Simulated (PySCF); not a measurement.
Job file and geometry (Å, from GFN2-xTB) of an NMR shielding run on SMILES CSCBCS[SiH3], C3H11BS2Si, GIAO PBE0/pcSseg-1 NMR shielding, non-relativistic, gas phase in PySCF 2.14.0, density-fitted response routines; density fitting, a coarse starting grid and PySCF grid level 2 are the driver's defaults:

```
$ OMP_NUM_THREADS=1 python probes_run.py task.json out

{"job": {"kind": "nmr", "xc": "PBE0", "basis": "pcSseg-1"}, "charge": 0, "multiplicity": 1}
C      2.219132     1.986284     0.416000
S      0.781698     1.020033     0.965586
C      1.109296    -0.507258    -0.003718
B      0.116727    -1.741086     0.250762
C     -1.195679    -1.605469     1.076732
S     -1.698903    -1.612922    -0.694767
Si    -2.279349     0.456777    -1.072602
H      2.298274     1.962309    -0.674233
H      3.122473     1.570534     0.860649
H      2.083257     3.006277     0.765149
H      1.122203    -0.199105    -1.052599
H      2.126314    -0.803357     0.264635
H      0.541550    -2.808381     0.005831
H     -1.461970    -0.670844     1.556721
H     -1.648376    -2.458800     1.565049
H     -1.140329     1.362939    -1.094483
H     -2.872436     0.298433    -2.396599
H     -3.232641     0.749953    -0.006885
```

**Question.** What does the program print?

**Answer.** 
```
coarse grid: 16040 points
cycle   1  E = -1230.9296574262  dE =  5.010e-01  |g| = 3.671e-01  |ddm| = 3.804e+00
cycle   2  E = -1230.9214434574  dE =  8.214e-03  |g| = 4.084e-01  |ddm| = 9.581e-01
cycle   3  E = -1230.9697141917  dE = -4.827e-02  |g| = 6.985e-02  |ddm| = 5.416e-01
cycle   4  E = -1230.9709873282  dE = -1.273e-03  |g| = 2.400e-02  |ddm| = 1.031e-01
cycle   5  E = -1230.9711261202  dE = -1.388e-04  |g| = 6.238e-03  |ddm| = 2.906e-02
cycle   6  E = -1230.9711358600  dE = -9.740e-06  |g| = 1.784e-03  |ddm| = 8.731e-03
final grid: 139344 points
cycle   7  E = -1231.0146559426  dE = -2.755e-05  |g| = 1.105e-02  |ddm| = 3.005e-02
cycle   8  E = -1231.0146326796  dE =  2.326e-05  |g| = 1.445e-02  |ddm| = 2.233e-02
cycle   9  E = -1231.0146861826  dE = -5.350e-05  |g| = 8.949e-04  |ddm| = 1.394e-02
cycle  10  E = -1231.0146864169  dE = -2.343e-07  |g| = 2.623e-04  |ddm| = 1.393e-03
cycle  11  E = -1231.0146864346  dE = -1.779e-08  |g| = 6.293e-05  |ddm| = 3.117e-04
cycle  12  E = -1231.0146864357  dE = -1.025e-09  |g| = 1.592e-05  |ddm| = 9.057e-05
cycle  13  E = -1231.0146864357  dE = -7.003e-11  |g| = 2.871e-06  |ddm| = 2.555e-05
converged SCF energy = -1231.0146864357

GIAO shielding tensors (ppm)
atom      isotropic    diamagn.    paramagn.     s11        s22        s33       span
  0 C      162.679     250.783     -88.104    144.596    156.286    187.155     42.559
  1 S      581.255    1058.946    -477.691    458.825    481.982    802.957    344.133
  2 C      154.913     252.265     -97.352    125.249    159.291    180.198     54.948
  3 B      103.994     187.312     -83.318     73.662    108.727    129.594     55.932
  4 C      155.159     257.225    -102.066    135.710    142.090    187.678     51.968
  5 S      843.167    1058.188    -215.021    662.976    776.997   1089.530    426.554
  6 Si     399.221     879.265    -480.044    363.404    384.474    449.784     86.379
  7 H       29.895      30.606      -0.712     24.897     28.248     36.539     11.642
  8 H       29.401      29.457      -0.056     23.908     27.043     37.250     13.342
  9 H       29.786      29.264       0.522     24.303     26.559     38.495     14.192
 10 H       29.522      33.041      -3.519     25.535     29.215     33.817      8.282
 11 H       29.271      32.212      -2.941     23.129     28.735     35.948     12.819
 12 H       28.318      29.207      -0.889     23.614     27.945     33.395      9.781
 13 H       29.621      33.351      -3.729     25.344     28.657     34.864      9.519
 14 H       29.182      30.420      -1.238     22.771     25.712     39.061     16.289
 15 H       26.254      29.511      -3.257     19.853     27.777     31.133     11.280
 16 H       27.188      28.602      -1.414     23.022     24.670     33.872     10.849
 17 H       27.176      28.776      -1.600     23.406     24.914     33.209      9.804
```

Size and cost of the density-fitted run: 195 basis functions, 83 s wall time on 1 thread of an Arm Neoverse N1, shared host; peak memory 0.87 GiB.
